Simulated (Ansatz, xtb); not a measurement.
# C3H8BFO2: which of two isomers lies lower

Structure I is `CCCOB(O)F`, a singlet and structure II is `CCOB(F)OC`, a singlet. Both are isolated molecules in the gas phase, relaxed with PBE0-D3(BJ)/def2-SVP; each stands in its lowest conformer found.

Q: Which of the two would you expect CCSD(T)/def2-SVP + ΔMP2/def2-TZVPP electronic energies to favour?

A: Structure I; the calculation gives E(II) − E(I) = +50.6 kJ/mol.

How the difference moves with the method:

```json
{"level": "GFN2-xTB", "geometry": "GFN2-xTB", "E(II) − E(I) (kJ/mol)": "+24.5", "departure from the last row (kJ/mol)": "−26.1", "job, with rough time for the two": "optimisation, 0.44 s"}
{"level": "HF/STO-3G", "geometry": "GFN2-xTB", "E(II) − E(I) (kJ/mol)": "−5.0", "departure from the last row (kJ/mol)": "−55.6", "job, with rough time for the two": "single point, 0.32 s"}
{"level": "r2SCAN-D4/def2-SVP", "geometry": "GFN2-xTB", "E(II) − E(I) (kJ/mol)": "+42.5", "departure from the last row (kJ/mol)": "−8.1", "job, with rough time for the two": "single point, 3.5 s"}
{"level": "PBE0-D3(BJ)/def2-SVP", "geometry": "PBE0-D3(BJ)/def2-SVP", "E(II) − E(I) (kJ/mol)": "+45.2", "departure from the last row (kJ/mol)": "−5.4", "job, with rough time for the two": "optimisation, 65 s"}
{"level": "HF/def2-SVP", "geometry": "PBE0-D3(BJ)/def2-SVP", "E(II) − E(I) (kJ/mol)": "+37.7", "departure from the last row (kJ/mol)": "−12.9", "job, with rough time for the two": "part of the CCSD(T) run"}
{"level": "MP2/def2-SVP", "geometry": "PBE0-D3(BJ)/def2-SVP", "E(II) − E(I) (kJ/mol)": "+53.4", "departure from the last row (kJ/mol)": "+2.8", "job, with rough time for the two": "part of the CCSD(T) run"}
{"level": "CCSD(T)/def2-SVP", "geometry": "PBE0-D3(BJ)/def2-SVP", "E(II) − E(I) (kJ/mol)": "+47.4", "departure from the last row (kJ/mol)": "−3.2", "job, with rough time for the two": "single point"}
{"level": "CCSD(T)/def2-SVP + ΔMP2/def2-TZVPP", "geometry": "PBE0-D3(BJ)/def2-SVP", "E(II) − E(I) (kJ/mol)": "+50.6", "departure from the last row (kJ/mol)": "", "job, with rough time for the two": "single point, 79 s"}
```

As drawn, II has 1 C–O, 1 C–H in place of 1 C–C, 1 O–H.

HF/STO-3G puts the two in the other order. The largest departure from CCSD(T)/def2-SVP + ΔMP2/def2-TZVPP is that of HF/STO-3G, 55.6 kJ/mol. The last row adds to CCSD(T) the change of the MP2 difference between the two basis sets, here +3.2 kJ/mol.

With thermal terms from frequencies at re-optimised GFN2-xTB minima (ideal gas, soft modes damped towards free rotors, one conformer each, 298.15 K, 1 atm): the zero-point term adds −2.7 kJ/mol; ΔH is +49.3 and ΔG +45.5 kJ/mol.

The correlated steps freeze 7 core orbitals. Codes used: Ansatz 0.2.0, xtb 6.7.1; the last row on 4 threads of Arm Neoverse V1 on a shared host.
